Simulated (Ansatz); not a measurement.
In11P11H28, a nanocrystal cut from wurtzite InP (hydrogen-capped), relaxed as a singlet with RKS PBE-D4/def2-SVP in Ansatz, starting from the GFN2-xTB geometry. Force threshold 0.03 eV/Å.

In the def2 sets In takes a core potential; there is no spin–orbit coupling. Single mean-field runs in def2-SVP are fitted with def2-universal-jkfit.

Start:

Cartesian coordinates in Å:
```
In 3.133 1.123 3.429
P 4.799 -0.082 1.780
In -0.611 1.573 3.734
P -2.023 3.169 2.141
P 1.023 0.538 2.092
In 0.900 1.751 -0.194
In 4.163 -1.263 -0.486
P 2.663 0.486 -1.698
In -3.240 2.507 -0.128
P -1.359 1.378 -1.404
In -1.595 2.806 -3.523
In 1.787 -0.428 -3.972
P 0.269 1.524 -4.878
P -2.439 -0.347 4.047
In 0.641 -2.022 1.879
P 2.304 -2.970 0.128
In -3.705 -1.674 2.115
P -4.650 0.440 0.799
P -1.674 -2.157 0.616
In -1.872 -1.135 -1.808
In 1.237 -4.280 -1.873
P 0.140 -2.210 -3.043
H 3.386 2.801 3.316
H 3.048 0.232 4.879
H 5.837 0.777 1.445
H 5.610 -0.979 2.463
H -0.001 2.299 5.185
H -0.955 3.877 1.586
H -2.572 4.276 2.781
H 1.218 3.456 0.001
H 5.560 -1.824 -1.337
H 3.546 1.508 -2.058
H -4.144 3.768 -0.901
H -1.025 4.371 -3.177
H -3.117 2.432 -4.191
H 2.975 -0.914 -5.130
H 1.168 2.432 -5.419
H -0.214 1.097 -6.108
H -3.114 -0.308 5.263
H -1.575 -1.373 4.437
H 0.529 -2.755 3.461
H 2.970 -3.924 0.898
H -4.884 -2.845 2.633
H -5.992 0.717 1.040
H -4.891 -0.195 -0.422
H -1.791 -3.525 0.367
H -3.489 -1.332 -2.440
H 2.523 -4.797 -2.874
H -0.004 -5.293 -1.267
H -0.493 -2.703 -4.185
```

Estimate the energy that the relaxation releases and the steps that it takes.

60.7 kJ/mol, in 9 steps; 45 s on 4 threads of AMD EPYC 7R13 on a shared host and a share (37 GiB) of an NVIDIA H100 80GB HBM3. The force fell under the threshold at step 6, but the optimiser went on and released 0.004 eV more. No frequencies were taken in this run, so the end may be a saddle point.

Does the start keep its bonding and symmetry?

By distances, no bond broke or formed. The bond that changes most is In1–P5, from 2.57 to 2.62 Å (atoms count from 1). Point group Cs at the start, Cs at the end, both within 0.05 Å.

Predict the relaxed structure.


Cartesian coordinates in Å:
```
In 3.2441 1.0986 3.3593
P 4.8919 -0.1315 1.6576
In -0.6418 1.5152 3.6768
P -2.1318 3.1129 2.2016
P 1.0412 0.5628 2.0519
In 0.9207 1.8560 -0.1783
In 4.1233 -1.2385 -0.5821
P 2.6645 0.5966 -1.6689
In -3.2134 2.4275 -0.1027
P -1.3064 1.3963 -1.3988
In -1.4955 2.7838 -3.6097
In 1.8670 -0.4378 -3.8985
P 0.4044 1.4621 -4.9393
P -2.4751 -0.3674 4.0050
In 0.6498 -1.9688 1.8898
P 2.3009 -2.9008 0.1394
In -3.6106 -1.7018 2.0456
P -4.6308 0.3977 0.8370
P -1.6001 -2.1667 0.5650
In -1.8616 -1.0772 -1.8016
In 1.2066 -4.2545 -1.8485
P 0.1491 -2.1370 -3.0233
H 3.6019 2.7931 3.1915
H 3.2810 0.1295 4.8052
H 5.9886 0.7250 1.3184
H 5.6572 -1.1292 2.3429
H -0.2813 2.2393 5.2158
H -1.2783 4.2187 1.8872
H -3.0707 3.8305 3.0138
H 1.2719 3.5578 -0.0062
H 5.4427 -1.8339 -1.5450
H 3.6112 1.5962 -2.0717
H -4.2930 3.6620 -0.6800
H -0.8366 4.3709 -3.3370
H -2.9842 2.3595 -4.4065
H 3.1162 -1.0085 -4.9646
H 1.3225 2.3814 -5.5420
H -0.1254 0.9241 -6.1562
H -3.4745 0.0768 4.9316
H -1.8723 -1.3569 4.8452
H 0.5465 -2.8021 3.4214
H 3.0389 -3.8812 0.8831
H -4.8001 -2.8447 2.5792
H -5.7542 0.8868 1.5807
H -5.3611 -0.1199 -0.2797
H -1.7435 -3.5736 0.3226
H -3.4521 -1.3824 -2.4559
H 2.5010 -4.8190 -2.8655
H -0.1098 -5.1810 -1.1767
H -0.4390 -2.6469 -4.2288
```
Bond lengths (bridged metal pairs left out): 30 × In–P 2.53 to 2.67 Å; 14 × H–In 1.73 to 1.75 Å; 14 × H–P 1.43 Å.
